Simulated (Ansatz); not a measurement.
```yaml
crystal:
  periodic: [false, false, false]
  atoms:
    - {symbol: Pt, position_ang: [-2.870908, -2.740209, -2.825325]}
    - {symbol: Pt, position_ang: [-0.773659, -1.041114, -2.742852]}
    - {symbol: Pt, position_ang: [0.764659, 0.815752, -2.723124]}
    - {symbol: Pt, position_ang: [2.781680, 2.799425, -2.774628]}
    - {symbol: Pt, position_ang: [-0.961295, -3.014917, -0.930333]}
    - {symbol: Pt, position_ang: [1.160551, -1.098745, -1.101645]}
    - {symbol: Pt, position_ang: [2.886671, 0.977882, -0.832627]}
    - {symbol: Pt, position_ang: [1.010501, -2.991110, 0.912250]}
    - {symbol: Pt, position_ang: [2.767955, -0.967349, 0.844562]}
    - {symbol: Pt, position_ang: [2.788908, -2.732199, 2.826677]}
    - {symbol: Pt, position_ang: [-2.837985, -0.945456, -0.867143]}
    - {symbol: Pt, position_ang: [-1.034330, 1.112067, -0.980448]}
    - {symbol: Pt, position_ang: [0.941966, 2.823747, -0.849019]}
    - {symbol: Pt, position_ang: [-1.230851, -0.925192, 0.987258]}
    - {symbol: Pt, position_ang: [0.946489, 1.044947, 1.089354]}
    - {symbol: Pt, position_ang: [0.924809, -0.800308, 2.796474]}
    - {symbol: Pt, position_ang: [-2.736100, 0.889684, 0.907884]}
    - {symbol: Pt, position_ang: [-0.878017, 2.763022, 1.050227]}
    - {symbol: Pt, position_ang: [-0.620474, 0.877600, 2.798754]}
    - {symbol: Pt, position_ang: [-2.855788, 2.634023, 2.776480]}
basis:
  gaussian: {orbitals: def2-mTZVP, fitting: {mean_field: def2-universal-jkfit}}
hamiltonian: {xc: {name: PBE0}}
scf: {omitted_lower_state_checks: [starts]}
```

```sh
$ ansatz run in.yaml --threads 5 --pin off --events-out ev --progress --plain --max-ram 66560MiB --backend cuda --devices 0, --max-vram 37GiB
```

It prints (some lines left out):

```
Functional definition: PBE0
4540 factors; integrals over basis functions are off by at most 4.3e-2 eV
mean field evaluation 1: about -64941.1134 eV, gradient 8.1e1 eV
mean field evaluation 2: about -64396.2935 eV, gradient 4.5e2 eV
mean field evaluation 4: about -64912.6064 eV, gradient 1.4e2 eV
mean field evaluation 8: about -64955.2205 eV, gradient 2.9e-2 eV
mean field evaluation 16: about -64955.2251 eV, gradient 3.3e-5 eV
mean field -64955.22509247 eV, -2387.0604939153 hartree, gradient 1.3e-5 eV, S^2 0.000000; 0 other end points of the search recorded, 0 dependent functions left out
reference -64955.22514809 eV, -2387.0604959593 hartree; 180, 180 occupied and 540, 540 virtual orbitals, 4540 factors
Total energy: -64955.22514809 eV, -2387.0604959593 hartree
Checks for a lower state left out: starts
```

Hardware: 5 threads of AMD EPYC 7R13 on a shared host and a share (37 GiB) of an NVIDIA H100 80GB HBM3. Wall time 27 s, peak host memory 1.3 GiB.

In the def2 sets Pt takes a core potential; there is no spin–orbit coupling. The restricted singlet is unstable towards broken spin symmetry in Hartree–Fock (as tested in another run); at RKS PBE0/def2-mTZVP this wasn't settled.
